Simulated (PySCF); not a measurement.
A geometry optimisation on `N[Si@@H](C)[Te][SiH3]`.

Method: PBE0-D3(BJ)/def2-SVP geometry optimisation, gas phase, def2 core potentials past Kr (PySCF 2.14.0). Start geometry: GFN2-xTB. The input is one job of a driver script: a line of settings, then coordinates in Å.

Input:
```
{"job": {"xc": "PBE0", "basis": "def2-SVP", "d3": "d3bj", "grid": 1, "maxiter": 30, "shake": 0.01, "kind": "geom"}, "charge": 0, "multiplicity": 1}
C     -2.114550    -0.979870     0.122780
Si    -0.667560     0.169270     0.482300
N     -1.308070     1.774650     0.411540
Te     1.065340     0.026280    -1.353000
Si     2.984870    -0.393490     0.107260
H     -2.932240    -0.802310     0.841980
H     -2.534260    -0.755890    -0.866320
H     -1.830130    -1.994030     0.145900
H     -0.075140    -0.200730     1.798330
H     -2.121600     1.999260     0.952590
H     -0.661880     2.554960     0.436170
H      4.084390    -0.769490    -0.758470
H      2.727890    -1.446600     1.074200
H      3.375790     0.802910     0.877010
```

Output:
```
step   0  E = -944.75221826  max force = 0.034759
step   1  E = -944.75734250  max force = 0.006632
step   2  E = -944.75754656  max force = 0.001022
step   3  E = -944.75768094  max force = 0.002476
step   4  E = -944.75784042  max force = 0.004378
step   5  E = -944.75791028  max force = 0.002773
step   6  E = -944.75795589  max force = 0.000358
step   7  E = -944.75798349  max force = 0.001174
step   8  E = -944.75805029  max force = 0.002018
step   9  E = -944.75814605  max force = 0.002072
step  10  E = -944.75819169  max force = 0.001085
step  11  E = -944.75820576  max force = 0.000223
optimisation converged
```

Energies in Eh; «max force» is the largest Cartesian gradient component in Eh/bohr.

Q: How much energy does the optimisation release, in eV?

A: E(step 0) − E(last step) = 0.005988 Eh, which is 0.163 eV.

Q: Give the first gradient maximum in eV/Å.

A: With 1 Eh/bohr = 51.422 eV/Å, 1.787 eV/Å.

In short: final energy -944.75821 Eh after 11 steps; dipole 2.37 D.

Q: Where do the atoms end?

A: 0.463 Å rms from the input after alignment:
```
atom  x, y, z in Å
C1    -1.8532   -0.9213    0.3253
Si2   -0.5997    0.4595    0.4503
N3    -1.4309    1.9649    0.3001
Te4    1.0851    0.4209   -1.4191
Si5    2.7737   -0.7017    0.0417
H6    -2.5740   -0.8720    1.1586
H7    -2.4072   -0.8590   -0.6231
H8    -1.3484   -1.8975    0.3702
H9     0.2118    0.2630    1.7007
H10   -2.3385    2.0870    0.7363
H11   -0.9123    2.8353    0.2686
H12    3.9824   -0.9401   -0.8011
H13    2.2664   -2.0111    0.5524
H14    3.1362    0.1578    1.2079
```

Q: How long does this job take on one thread, AMD EPYC 7R13 (x86_64), no GPU, shared host with 192 logical CPUs at a one-minute load of 43? And the peak memory of the process?

A: About 87 s, with 0.54 GiB resident at the peak, the Python interpreter and its libraries included.
Labels such as C1 count atoms from 1, the log's own numbers from 0.
